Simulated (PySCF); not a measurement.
# Reading the logs of faulty runs: CFH5NSi

All numbers below are calculated, not measured. They come from PySCF 2.14.0, an open-source quantum chemistry program, on an isolated molecule that a program drew, which may never have been made. The molecule is CFH5NSi (charge 0, doublet), drawn as the SMILES string `CN[SiH]F`.

Each row is a Hartree-Fock (HF) and frozen-core CCSD(T) single point in the cc-pV(D+d)Z basis, meant for a local HF minimum. Run 1 is clean. Each other run has one planted mistake out of seven kinds, and not every kind appears here: one electron removed, one electron added, multiplicity raised by two, geometry at a saddle point, minimal basis STO-3G, one bond length entered in bohr, all coordinates scaled. The reference is restricted for singlets and unrestricted otherwise, and also for a bond in bohr. Adding or removing an electron swaps singlet and doublet. Electrons count all cores. HOMO and LUMO are orbital energies over both spins, the gradient is its largest component, and the lowest frequency (negative if imaginary) is given only where the gradient is small. Bond lengths are over the 8 bonds as drawn. T1 is the CCSD diagnostic: over 0.02 (restricted) or 0.045 (unrestricted) a single reference is doubtful.

Geometry of the clean run:
```xyz
9
CFH5NSi, angstrom
C     0.7954   -0.1593   -1.1467
N     1.1740   -0.3979    0.2345
Si    0.7471    0.5378    1.5847
F    -0.8351    0.4494    1.9545
H     0.4538    0.8702   -1.2634
H     1.6466   -0.2998   -1.8168
H    -0.0145   -0.8159   -1.4765
H     1.5577   -1.3104    0.3954
H     1.4823    0.0013    2.7498
```

```
run  electrons  basis functions  <S^2>  HOMO (eV)  LUMO (eV)  gradient (hartree/bohr)  lowest frequency (cm^-1)  mean bond (Å)  longest bond (Å)      T1  HF (hartree)  CCSD(T) (hartree)             mistake
  1         41               90  0.753      -9.17       1.97                  2.5e-05                        91         1.3168             1.697  0.0134    -483.64767         -484.27990            no fault
  2         42               90  0.000       0.08       9.03                  1.2e-01                         -         1.3168             1.697  0.0121    -483.60719         -484.26775  one electron added
  3         41               90  1.450      -9.22       2.00                  2.3e-02                         -         1.4382             2.062  0.0528    -483.52081         -484.15059                   ?
  4         40               90  0.000     -16.66      -7.26                  1.1e-01                         -         1.3168             1.697  0.0270    -483.34380         -483.98559                   ?
```

**Which mistake was planted in run 3, and what did it cost?**

The mean bond changes by a factor of 1.092 and the longest by 1.215, so the molecule wasn't scaled as a whole. A length L in bohr read as angstrom grows by (1/0.5292 - 1) L = 0.890 L. The 8 bonds together grew by 8 x 0.1214 = 0.971 Å, which gives L = 1.092 Å. That is the length of one of the C-H bonds, 1.091 Å in the clean geometry. So the mistake is: one bond length entered in bohr. Subtracting run 1 and multiplying by 627.51 kcal/mol a hartree, the energy moved by 79.6 kcal/mol in HF and 81.1 kcal/mol in CCSD(T).

**Which mistake was planted in run 4, and what did it cost?**

It counts 40 electrons, one fewer than the clean run, at the same geometry and basis. So the mistake is: one electron removed. Subtracting run 1 and multiplying by 627.51 kcal/mol a hartree, the energy moved by 190.7 kcal/mol in HF and 184.7 kcal/mol in CCSD(T).

Cautions from the logs. Run 2: the HOMO is above zero, so the electron isn't bound and the energy depends on the basis; run 3: T1 is over the limit, so its CCSD(T) energy is less reliable; run 4: T1 is over the limit, so its CCSD(T) energy is less reliable.
